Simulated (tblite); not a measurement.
C6H2NS (doublet state).
SMILES: `[H]/N=C/C#CC(=S)C#[C]`

Calculated harmonic vibrations of the isolated species, GFN2-xTB (tblite), most abundant isotopes, no scaling. The method is semi-empirical: single wavenumbers can be off by several per cent or more. Open shells enter through the occupations alone, without spin polarisation, and single modes of such species can be off by tens of per cent.

Harmonic wavenumbers (cm⁻¹): 40.1, 72.6, 92.2, 160.9, 185.9, 227.2, 251.6, 289.9, 452.8, 493.3, 520.2, 621.3, 755.8, 923.4, 980.3, 1116.5, 1144.8, 1274.5, 1343.3, 1688.5, 2076.0, 2249.9, 2796.9, 3358.6.

A = 3193, B = 850.0, C = 688.5 MHz; mass 119.991 u (most abundant isotopes); point group C1, symmetry number 1; spin multiplicity 2.

Problem. Zero-point energy?

Solution. ½Σν̃ = 11558 cm⁻¹ = 138.26 kJ/mol.

Problem. Entropy at 298.15 K, 1 bar (ideal gas, RRHO, classical rotation)?

Solution. Translation 168.56, rotation 123.56, vibration 108.71, spin (R ln 2) 5.76: S = 406.6 J/(mol K).

Problem. And Cp and H(298.15 K) − H(0)?

Solution. Cp = 125.98 J/(mol K), of which vibrations give 92.73 (their classical limit is 24 R = 199.5); H(298.15 K) − H(0) = 26.03 kJ/mol without the zero-point energy, 16.11 from vibrations.

Problem. Blend soft modes into free rotors: weight 1/[1 + (100 cm⁻¹/ν̃)⁴] for the oscillator and the rest for a rotor with moment μB/(μ + B), μ = h/(8π²ν), B = 10⁻⁴⁴ kg m². What vibrational entropy results?

Solution. 97.99 J/(mol K) in place of 108.71, which changes −T·S at 298.15 K by +3.20 kJ/mol.

Problem. How do the functions run with temperature in this model?

Solution. 
```tsv
T (K)	S (J/(mol K))	Cp (J/(mol K))	H − H(0) (kJ/mol)	G − H(0) (kJ/mol)	ln q(vib)
150	332.1	92.4	9.69	-40.13	3.10
250	385.3	116.4	20.19	-76.13	5.50
400	446.1	143.3	39.77	-138.68	8.69
600	509.2	167.9	71.07	-234.47	12.38
900	582.1	190.7	125.18	-398.67	17.03
```

q(vib) and H(0) count from the zero-point level.

Problem. What must be added to the electronic energy to get the Gibbs energy at 298.15 K and 1 bar?

Solution. ZPE + [H(298.15 K) − H(0)] − T·S = 138.26 + 26.03 − 121.23 = 43.06 kJ/mol.

Problem. Which modes carry the vibrational entropy at 298.15 K?

Solution. 40.1 cm⁻¹: 21.98; 72.6 cm⁻¹: 17.08; 92.2 cm⁻¹: 15.12; 160.9 cm⁻¹: 10.62; 185.9 cm⁻¹: 9.49; 227.2 cm⁻¹: 7.95 J/(mol K); the other 18 give 26.46 together.

Hindered rotation and anharmonicity are outside this model. The structure is chiral; the term R ln 2 for an equal mix with its mirror image is left out.
